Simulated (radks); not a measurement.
Results of a calculation; reference values are marked as such.
Tl+, configuration [Hg].

Level of theory: Dirac Kohn-Sham, PBEsol, spin-unpolarised, spherical densities, finite nucleus; Fermi nuclear charge, rms radius 5.4759 fm (a radial shooting solver on a logarithmic mesh with Libxc functionals).

Energy parts (eV):
total: -551788.35
kinetic: 638760.97
electron-nucleus: -1393368.02
Hartree: 213053.63
exchange-correlation: -10234.94

Orbitals (lengths in bohr, moments of r in powers of bohr; <r^-3> diverges for s and p1/2):
orbital  occ.  eigenvalue (eV)  <r^-3>      <r^2>   <1/r>       <r^4>  small-component weight
1s1/2       2        -85410.60       -  0.0003693   99.33   3.765e-07                9.51e-02
2s1/2       2        -15201.98       -   0.005553   24.52  0.00005424                2.19e-02
2p1/2       2        -14599.69       -   0.003913   24.48  0.00003202                2.20e-02
2p3/2       4        -12535.40   22390   0.005096   19.69  0.00005095                1.94e-02
3s1/2       2        -3633.582       -    0.03601   8.994    0.001963                7.34e-03
3p1/2       2        -3360.488       -    0.03274   8.910    0.001703                7.30e-03
3p3/2       4        -2901.623    5258    0.03911   7.656    0.002396                6.55e-03
3d3/2       4        -2448.424   921.7    0.02988   7.557    0.001577                6.44e-03
3d5/2       6        -2350.384   756.4    0.03160   7.275    0.001746                6.24e-03
4s1/2       2        -816.1908       -     0.1733   3.816     0.04340                2.52e-03
4p1/2       2        -698.3178       -     0.1761   3.708     0.04592                2.42e-03
4p3/2       4        -586.6612    1284     0.2079   3.273     0.06383                2.13e-03
4d3/2       4        -393.6732   203.5     0.2172   3.075     0.07454                1.93e-03
4d5/2       6        -372.8373   163.1     0.2283   2.976     0.08226                1.86e-03
5s1/2       2        -137.9031       -     0.8644   1.572       1.080                6.63e-04
4f5/2       6        -123.6209   35.24     0.2595   2.625      0.1338                1.49e-03
4f7/2       8        -119.0208   33.41     0.2668   2.587      0.1416                1.46e-03
5p1/2       2         -98.2622       -      1.001   1.448       1.496                5.76e-04
5p3/2       4         -77.9765   229.0      1.214   1.286       2.220                4.85e-04
5d3/2       4         -24.1306   22.34      2.143  0.9759       8.178                2.89e-04
5d5/2       6         -21.9172   17.24      2.325  0.9358       9.735                2.69e-04
6s1/2       2         -16.3695       -      6.406  0.5370       63.50                9.17e-05

The highest occupied level is 6s1/2 at -16.369 eV. Summed over all electrons, <r^2> = 52.02 bohr^2, which gives a Langevin (diamagnetic) susceptibility term of -41.2 x 10^-6 cm^3/mol. The electron density at the nucleus is 2.52e+06 e/bohr^3. For comparison, the ionisation energy in NIST's Atomic Spectra Database is 20.428 eV (measured). In exact Kohn-Sham theory the highest level is minus the ionisation energy, but local and semilocal functionals leave it too shallow, through self-interaction and a potential that decays too fast; potentials with the right tail come closer.
